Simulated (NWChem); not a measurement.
System: N₂H₄Se; SMILES N[Se]N

Here is an NWChem input.

```
start job
memory heap 200 mb stack 900 mb global 1100 mb
geometry units angstroms noautoz
  Se     0.000000     0.000000     0.379673
  N     -1.489236     0.000000    -0.679812
  H     -1.612853    -0.837835    -1.242559
  H     -1.612853     0.837835    -1.242559
  N      1.489236     0.000000    -0.679812
  H      1.612853     0.837835    -1.242559
  H      1.612853    -0.837835    -1.242559
end
basis spherical
  * library def2-svp
end
dft
  xc xpbe96 cpbe96
  iterations 150
  vectors input atomic output neutral.movecs
end
task dft energy
charge 1
dft
  odft
  mult 2
  vectors input atomic output cation.movecs
end
task dft energy
```

The geometry was optimised at PBE0/def2-SVP.

Ions are spin-unrestricted doublets at the neutral geometry; other ion states weren't tried.

Problem. Predict the main results of this run. (PBE/def2-SVP, vertical spin-unrestricted ions.) Quantities: −ε(HOMO) (eV).

Solution. The −ε(HOMO) (eV) comes out as 4.91.
